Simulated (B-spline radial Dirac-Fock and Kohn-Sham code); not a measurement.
# Core and valence levels of Mo⁴⁺

System: Mo⁴⁺, [Kr] 4d2, inside a Watson sphere of charge -4 and radius 2.4 Å (a model of the Madelung potential; inside it an electron's potential energy is raised by 24.0 eV); nuclear rms radius 4.4091 fm (A = 98).

The run's input, task.json:

```json
{"items": [{
  "Z": 42,
  "q": 4,
  "cfg": [[1, 0, 2], [2, 0, 2], [2, 1, 6], [3, 0, 2], [3, 1, 6], [3, 2, 10], [4, 0, 2], [4, 1, 6], [4, 2, 2]],
  "A": 98,
  "rrms": 4.4091,
  "watson": [-4, 2.4],
  "do": ["binding"]
}]}
```

Run with: `python xray_run.py task.json out`

Calculated with a B-spline atomic structure program, using multi-electron Dirac-Fock with separately optimised hole states, Breit and Lamb-shift corrections added in first order. Correlation and solid-state effects are left out. Energies are counted from the vacuum level.

All terms are in eV, carry their sign (relaxation lowers the binding energy) and add up to the binding energy; ⟨r⟩ is the mean radius of the orbital in the initial state.

| subshell | −ε (Koopmans) | relaxation | Breit | self-energy | vacuum polarisation | binding energy | ⟨r⟩ (bohr) |
| --- | --- | --- | --- | --- | --- | --- | --- |
| K | 20146.8 | -55.48 | -36.30 | -20.45 | 2.37 | 20037.0 | 0.035 |
| L1 | 2942.8 | -27.19 | -3.05 | -2.36 | 0.25 | 2910.4 | 0.153 |
| L2 | 2699.7 | -30.10 | -5.23 | 0.22 | -0.01 | 2664.6 | 0.131 |
| L3 | 2592.5 | -29.35 | -3.46 | 0.00 | -0.02 | 2559.7 | 0.135 |
| M1 | 554.6 | -8.58 | -0.37 | -0.43 | 0.04 | 545.2 | 0.426 |
| M2 | 460.6 | -8.81 | -0.69 | 0.04 | 0.00 | 451.2 | 0.421 |
| M3 | 442.3 | -8.53 | -0.39 | 0.01 | 0.00 | 433.4 | 0.431 |
| M4 | 277.1 | -9.49 | -0.14 | 0.04 | 0.00 | 267.5 | 0.412 |
| M5 | 273.7 | -9.37 | -0.01 | 0.03 | 0.00 | 264.3 | 0.415 |
| N1 | 102.8 | -1.41 | -0.05 | -0.07 | 0.01 | 101.3 | 1.094 |
| N2 | 72.22 | -1.26 | -0.09 | 0.01 | 0.00 | 70.88 | 1.182 |
| N3 | 69.42 | -1.19 | -0.04 | 0.00 | 0.00 | 68.20 | 1.206 |
| N4,5 | 28.94 | -0.60 | 0.01 | 0.01 | 0.00 | 28.35 | 1.526 |

For the deepest level, K (1s), the Breit terms make up -0.181 % of the binding energy, QED -0.090 % and orbital relaxation -0.277 %.

Spin-orbit splittings: 2p 104.9 eV, 3p 17.78 eV, 3d 3.19 eV, 4p 2.69 eV.
